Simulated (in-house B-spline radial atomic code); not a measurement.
## O II (O+): [He] 2s1 2p4 (an excited or competing configuration)

All numbers are computed (Dirac-Hartree-Fock, average of configuration; Fermi nucleus of rms radius 2.6991 fm) with a radial B-spline atomic code at the basis-set limit, not measured.

Z_r = [3n² - l(l+1)]/(2<r>); Z_e = n√(-2ε); the last column is Slater's effective charge. Values are occupation-weighted means over j.

```tsv
shell	electrons	ε (eV)	<r> (bohr)	Z_r	Z_e	Slater
1s	2	-582.2	0.1986	7.55	6.54	7.70
2s	1	-52.278	1.076	5.58	3.92	4.90
2p	4	-32.515	1.109	4.51	3.09	4.90
```

The least bound orbital is 2p3/2 at -32.5 eV, and it is also the most diffuse (<r> = 1.11 bohr).

Spin-orbit splittings of the orbital energies (j = l + 1/2 above j = l - 1/2 when positive): 2p 0.04483 eV.

For the 1s electron the small component carries 0.0778 % of the norm, the zero-frequency Breit interaction raises the level by 0.178 eV, self-energy by 0.06452 eV, and vacuum polarisation lowers it by 0.003155 eV.
